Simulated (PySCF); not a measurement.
Parent: `[H]/[N:1]=[CH:2]/[SiH3:3]`, CH5NSi.

The calculation used PBE0-D3(BJ)/def2-SVP geometry optimisation, gas phase (PySCF). One conformer each, not checked by frequencies here.

```json
{"coordinate of the parent": "N1=C2", "value": "1.273 Å"}
{"coordinate of the parent": "C2–Si3", "value": "1.897 Å"}
{"coordinate of the parent": "N1–C2–Si3", "value": "119.9°"}
```

Task: How does the shared frame change in `[H]/[N:7]=[CH:6]/[SiH2:5][NH:4][C:2]([CH3:1])=[O:3]` with C1–C2–N4–Si5 -179°, C2–N4–Si5–C6 180°, N4–Si5–C6–N7 1°, C3H8N2OSi? Atoms pair as N1 = N7, C2 = C6, Si3 = Si5 (parent first).

Result: 
```tsv
parent	relative	value in the relative	change
N1=C2	N7=C6	1.274 Å	+0.001
C2–Si3	C6–Si5	1.902 Å	+0.005
N1–C2–Si3	N7–C6–Si5	117.2°	-2.7
```

Of the parent's bonds, C2–Si3 changes most (+0.005 Å). Bonds of the relative outside the shared frame: C1–C2 1.508, C2=O3 1.219, C2–N4 1.364, N4–Si5 1.754 Å.
